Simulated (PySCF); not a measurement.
Input for PySCF: R-M06-2X/def2-TZVPPD on CH2O (SMILES C=O) with ghost functions.

```python
from pyscf import gto, dft

mol = gto.M(
    atom='''
    C     0.56148386   -0.24332886    3.19898046
    O    -0.48424015    0.02542717    3.72043595
    H     0.83024462   -1.28006895    2.91903491
    H     1.31858377    0.52981404    2.96558228
    ghost-N   -0.34312846    0.10551158   -0.85592625
    ghost-N    0.26455742   -0.08135483    0.03025079
    ''',
    basis='def2-tzvppd',
    charge=0, spin=0, verbose=4, max_memory=1800)
mf = dft.RKS(mol, xc='m062x').density_fit(auxbasis='def2-universal-jkfit')
mf.grids.level = 4
mf.conv_tol = 1e-9
mf.max_cycle = 150
mf.kernel()
mf.dip_moment()
```

The log:

```
PySCF version 2.14.0

[INPUT] verbose = 4
[INPUT] num. atoms = 6
[INPUT] num. electrons = 16
[INPUT] charge = 0
[INPUT] spin (= nelec alpha-beta = 2S) = 0
[INPUT] symmetry False subgroup None
[INPUT] Mole.unit = angstrom
[INPUT] Symbol           X                Y                Z      unit          X                Y                Z       unit  Magmom
[INPUT]  1 C      0.561483860000  -0.243328860000   3.198980460000 AA    1.061050718764  -0.459824903603   6.045196947235 Bohr   0.0
[INPUT]  2 O     -0.484240150000   0.025427170000   3.720435950000 AA   -0.915081262018   0.048050387423   7.030605009486 Bohr   0.0
[INPUT]  3 H      0.830244620000  -1.280068950000   2.919034910000 AA    1.568934948194  -2.418979736060   5.516176527944 Bohr   0.0
[INPUT]  4 H      1.318583770000   0.529814040000   2.965582280000 AA    2.491762197596   1.001203432549   5.604138309063 Bohr   0.0
[INPUT]  5 GHOST-N  -0.343128460000   0.105511580000  -0.855926250000 AA   -0.648418814944   0.199387989170  -1.617466195326 Bohr   0.0
[INPUT]  6 GHOST-N   0.264557420000  -0.081354830000   0.030250790000 AA    0.499941068022  -0.153738347611   0.057165708152 Bohr   0.0

nuclear repulsion = 31.3972980119626
number of shells = 67
number of NR pGTOs = 249
number of NR cGTOs = 185
basis = def2-tzvppd
ecp = {}


******** <class 'pyscf.df.df_jk.DFRKS'> ********
method = DFRKS
initial guess = minao
damping factor = 0
level_shift factor = 0
DIIS = <class 'pyscf.scf.diis.CDIIS'>
diis_start_cycle = 1
diis_space = 8
diis_damp = 0
SCF conv_tol = 1e-09
SCF conv_tol_grad = None
SCF max_cycles = 150
direct_scf = False
XC library pyscf.dft.libxc version 7.1.2
    S. Lehtola, C. Steigemann, M. J. T. Oliveira, and M. A. L. Marques,  SoftwareX 7, 1–5 (2018)
XC functionals = m062x
    Y. Zhao and D. G. Truhlar,  Theor. Chem. Acc. 120, 215 (2008)
    Y. Zhao and D. G. Truhlar,  Theor. Chem. Acc. 120, 215 (2008)
radial grids:
    Treutler-Ahlrichs [JCP 102, 346 (1995); DOI:10.1063/1.469408] (M4) radial grids

becke partition: Becke, JCP 88, 2547 (1988); DOI:10.1063/1.454033
pruning grids: <function nwchem_prune>
grids dens level: 4
symmetrized grids: False
atomic radii adjust function: <function treutler_atomic_radii_adjust>
small_rho_cutoff = 0
Set gradient conv threshold to 3.16228e-05
Initial guess from minao.
tot grids = 144040
******** <class 'pyscf.df.df.DF'> ********
auxbasis = def2-universal-jkfit
init E= -114.629693174811
  HOMO = -0.325303216499702  LUMO = -0.0905863803531695  gap/eV = 6.38697
cycle= 1 E= -114.397441054889  delta_E= 0.232  |g|= 0.698  |ddm|= 1.35
  HOMO = -0.225898666932629  LUMO = -0.00447480849207775  gap/eV = 6.02525
cycle= 2 E= -114.225961375754  delta_E= 0.171  |g|= 1.23  |ddm|= 0.915
  HOMO = -0.345292331822581  LUMO = -0.0192129510135253  gap/eV = 8.87307
cycle= 3 E= -114.500222099422  delta_E= -0.274  |g|= 0.0325  |ddm|= 0.552
  HOMO = -0.346849186861895  LUMO = -0.0120498859519707  gap/eV = 9.11035
cycle= 4 E= -114.500541814944  delta_E= -0.00032  |g|= 0.0157  |ddm|= 0.0505
  HOMO = -0.34923826192006  LUMO = -0.0121838014914921  gap/eV = 9.17172
cycle= 5 E= -114.500598483568  delta_E= -5.67e-05  |g|= 0.00504  |ddm|= 0.0113
  HOMO = -0.349089900868147  LUMO = -0.0115904609138973  gap/eV = 9.18383
cycle= 6 E= -114.500604628297  delta_E= -6.14e-06  |g|= 0.00136  |ddm|= 0.00465
  HOMO = -0.349432685189004  LUMO = -0.0118488834784962  gap/eV = 9.18612
cycle= 7 E= -114.500605110675  delta_E= -4.82e-07  |g|= 0.000261  |ddm|= 0.0013
  HOMO = -0.349425475473744  LUMO = -0.0118043365570095  gap/eV = 9.18714
cycle= 8 E= -114.500605129  delta_E= -1.83e-08  |g|= 2.35e-05  |ddm|= 0.000257
  HOMO = -0.349429656019836  LUMO = -0.0118047905649412  gap/eV = 9.18724
cycle= 9 E= -114.500605129148  delta_E= -1.48e-10  |g|= 1.38e-06  |ddm|= 4.7e-05
  HOMO = -0.34942962889691  LUMO = -0.0118046294921044  gap/eV = 9.18724
Extra cycle  E= -114.500605129148  delta_E= -5.4e-13  |g|= 5.76e-07  |ddm|= 3.52e-06
converged SCF energy = -114.500605129148
Dipole moment(X, Y, Z, Debye):  2.13562, -0.54888, -1.06565
```

Self-consistency was reached.

Cost: roughly 25 core-seconds.
